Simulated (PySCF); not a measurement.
C₆ coefficients of unlike pairs at PBE

Calculated with PySCF 2.14 from the dipole response of each species, C₆(A,B) = (3/π) ∫ α_A(iu) α_B(iu) du, in atomic units, from isotropic polarisabilities. For ions this is the dispersion term alone; charge-induced terms of lower order in 1/R come first.

| species | configuration | basis | relativity | α (bohr³) | C₆ (like pair) |
| --- | --- | --- | --- | --- | --- |
| Ta | [Xe] 4f14 5d3 6s2 (4F) | aug-cc-pwCVTZ-PP with ECP60MDF (8s8p7d4f3g) | core potential | 84.16 | 1082 |
| Ti³⁺ | [Ar] 3d1 (2D) | aug-cc-pVTZ (8s7p5d3f2g) | none | 2.308 | 5.875 |
| N³⁺ | [He] 2s2 (1S) | aug-cc-pwCVQZ (9s8p6d4f2g) | none | 2.096 | 2.069 |
| I | [Kr] 4d10 5s2 5p5 (2P) | aug-cc-pVDZ-PP with ECP28MDF (5s4p3d) | core potential | 32.39 | 347.7 |

Task: Estimate C₆ for I with Ta.

Result: The integral gives 583.1. The combination rule 2 C_A C_B / (C_A α_B/α_A + C_B α_A/α_B) gives 570.0 and the geometric mean 613.3.

No spin-orbit coupling is included.

The other pairs:

```json
{"pair": "Ti³⁺, Ta", "C₆": "57.49"}
{"pair": "I, N³⁺", "C₆": "26.40"}
{"pair": "N³⁺, Ti³⁺", "C₆": "3.224"}
{"pair": "I, Ti³⁺", "C₆": "38.31"}
{"pair": "N³⁺, Ta", "C₆": "42.49"}
```
